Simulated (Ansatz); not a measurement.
Ansatz (an electronic-structure program) input (RI-MP2/cc-pV(T+d)Z):
A basis named .json is the Basis Set Exchange file of that set.

Ansatz 0.2 input:
```yaml
crystal:
  periodic: [false, false, false]
  atoms:
    - {symbol: Si, position_ang: [-0.00180428, 0.01433413, -0.02787501]}
    - {symbol: O, position_ang: [0.91452566, -0.15292699, -1.39713139]}
    - {symbol: O, position_ang: [-1.56627876, -0.10174554, -0.45676060]}
    - {symbol: O, position_ang: [0.57548474, -1.19551799, 0.91114158]}
    - {symbol: O, position_ang: [0.15748290, 1.41798801, 0.78257141]}
    - {symbol: H, position_ang: [-2.18845802, 0.50288005, -0.04356198]}
    - {symbol: H, position_ang: [0.54939091, -2.09212087, 0.56447787]}
    - {symbol: H, position_ang: [1.01461049, 1.64618296, 1.15076643]}
basis:
  gaussian:
    orbitals: cc-pV_T+d_Z.json
    fitting: {mean_field: def2-universal-jkfit, correlation: cc-pVTZ-RIFIT.json}
magnetization: {spin_polarized: true, initial_magnetization: 1}
correlation: {method: mp2, electrons: outside_noble_gas}
```

End of the output:

```
integrals: 0.18 GiB planned
490 factors; integrals over basis functions are off by at most 9.3e-1 eV
536 factors; integrals over basis functions are off by at most 6.6e-1 eV
0.51 GiB of device memory are held for the factors and their scratch space
mean field: 0.73 GiB planned
mean field evaluation 1: about -16061.2136 eV, gradient 3.7e1 eV
mean field evaluation 2: about -16065.3502 eV, gradient 2.0e1 eV
mean field evaluation 4: about -16066.8142 eV, gradient 1.3e0 eV
mean field evaluation 8: about -16066.8472 eV, gradient 2.2e-1 eV
mean field evaluation 16: about -16066.8473 eV, gradient 1.9e-1 eV
mean field -16066.84739904 eV, -590.4457514143 hartree, gradient 2.6e-6 eV, S^2 0.756322; 3 other end points of the search recorded, 0 dependent functions left out
9 core orbitals not correlated
reference -16066.84739904 eV, -590.4457514143 hartree; 16, 15 occupied and 176, 177 virtual orbitals, 536 factors
second order -27.67593887 eV of doubles, -0.00000000 eV of singles
Total energy: -16094.52333791 eV, -591.4628234084 hartree
```

It need not be the lowest isomer of its formula.
